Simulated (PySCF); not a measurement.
# Removing an electron from `CC1=C[C@@]2(C=C1)C[C@H]2F`

Compound: C8H9F.
Structure used (PBE0-D3(BJ)/def2-SVP), in Å, numbered top down from 1:
```
atom  x, y, z in Å
C1     2.5870   -0.6870   -0.9652
C2     1.2843   -0.3872   -0.3049
C3     0.3409    0.5054   -0.6965
C4    -0.7847    0.4509    0.2557
C5    -0.4064   -0.5675    1.2543
C6     0.8101   -1.0511    0.9154
C7    -1.6255    1.6840    0.6022
C8    -2.2136    0.6204   -0.2234
F9    -2.4046    0.8628   -1.5395
H10    2.6499   -1.7483   -1.2572
H11    3.4325   -0.4939   -0.2844
H12    2.7305   -0.0769   -1.8678
H13    0.3705    1.1497   -1.5749
H14   -1.0214   -0.8547    2.1079
H15    1.3667   -1.8214    1.4531
H16   -1.3429    2.6078    0.0921
H17   -1.9527    1.7968    1.6383
H18   -2.9763   -0.0492    0.1864
```

Level: CAM-B3LYP/def2-SVPD (PySCF). Frontier orbitals with their largest atomic shares (Löwdin; up to four atoms above 4 %):

```csv
orbital,ε (eV),main atoms
HOMO−3,-11.26,"C2 16 %, C6 14 %, C1 14 %, C3 11 %"
HOMO−2,-10.11,"C7 28 %, C8 22 %, F9 18 %, C4 11 %"
HOMO−1,-8.78,"C6 20 %, C4 18 %, C2 12 %, C8 11 %"
HOMO,-7.51,?
LUMO,0.33,"C5 19 %, C6 17 %, C3 15 %, C2 14 %"
LUMO+1,1.42,"C1 12 %, C8 10 %, C7 9 %, C5 9 %"
LUMO+2,1.70,"C1 21 %, H18 9 %, H17 8 %, H12 7 %"
```

What vertical ionisation energy does ΔSCF give, and how far is −ε(HOMO) from it?

ΔSCF: 8.13 eV (784 kJ/mol; threshold wavelength 153 nm); ⟨S²⟩ of the doublet left behind is 0.767, against 0.75 for a pure doublet. −ε(HOMO) is 7.51 eV, 0.62 eV below it. For the exact functional −ε(HOMO) would equal the first vertical ionisation energy; CAM-B3LYP (range-separated hybrid) falls short of its own ΔSCF value by 8 %. Holes in the HOMO−1 and HOMO−2 were tried too where these lie within 1.2 eV of the HOMO; the lowest converged state counts.

On which atoms does the HOMO lie?

C3 (alkene CH carbon) 28 %, C5 (alkene CH carbon) 22 %, C2 (fully substituted alkene carbon) 19 %, C6 (alkene CH carbon) 12 %, so no atom holds as much as 40 %. The HOMO−1 lies 1.27 eV lower.

With α = 91.9 au, estimate the like-pair dispersion coefficient by London's formula C6 = (3/4)α²I.

I = 0.2987 Eh, so C6 ≈ 1890 au, a rough estimate.

What total energies stand behind the ΔSCF value?

E(N) = -409.56125 Eh and E(N − 1) = -409.26260 Eh at the same geometry, 0.29865 Eh apart.

What kinetic energy would electrons from this vertical process carry with He I light (21.218 eV)?

21.22 − 8.13 = 13.09 eV.

Isolated species at its PBE0-D3(BJ)/def2-SVP geometry, gas phase.
